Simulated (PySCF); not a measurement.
Al(H)(Br)(OMe) (CH4AlBrO), SMILES C[O][AlH][Br].

Coordinates come from a PBE0-D3(BJ)/def2-SVP optimisation. The structure was generated by enumeration; whether it is a known compound was not checked. One conformer was computed; it need not be the lowest.

Computed with TDDFT-M06-2X/def2-SVPD (PySCF 2.14.0).

Vertical excitations. Isolated molecule, no solvent. State labels are in the subgroup Cs.

```tsv
state	symmetry	energy (eV)	λ (nm)	f	main pairs
S1	A"	6.41	193	0.001	HOMO→LUMO 96 %
S2	A"	6.63	187	0.003	HOMO−2→LUMO 94 %
S3	A'	6.78	183	0.019	HOMO−1→LUMO 70 %, HOMO→LUMO+1 17 %
S4	A"	6.91	179	0.013	HOMO−1→LUMO+1 81 %
S5	A'	6.99	177	0.096	HOMO→LUMO+1 65 %, HOMO−1→LUMO 18 %
S6	A'	7.31	170	0.079	HOMO−2→LUMO+1 54 %, HOMO−3→LUMO 22 %
S7	A"	7.37	168	0.000	HOMO−4→LUMO 70 %, HOMO−3→LUMO+1 18 %
S8	A'	7.44	167	0.063	HOMO−3→LUMO 70 %, HOMO−2→LUMO+1 21 %
S9	A"	7.53	165	0.076	HOMO−3→LUMO+1 57 %, HOMO−4→LUMO 25 %
S10	A'	8.22	151	0.081	HOMO−4→LUMO+1 44 %, HOMO→LUMO+3 32 %, HOMO−4→LUMO+2 7 %
T1	A'	6.17	201	0	HOMO−1→LUMO 87 %
T2	A"	6.22	199	0	HOMO→LUMO 63 %, HOMO−2→LUMO 20 %, HOMO−4→LUMO 11 %
T3	A"	6.40	194	0	HOMO−2→LUMO 62 %, HOMO→LUMO 28 %
T4	A'	6.59	188	0	HOMO−3→LUMO 61 %, HOMO→LUMO+1 21 %
```
Triplets are in the Tamm–Dancoff approximation, which puts them higher than full response would, so one can lie above its singlet here.
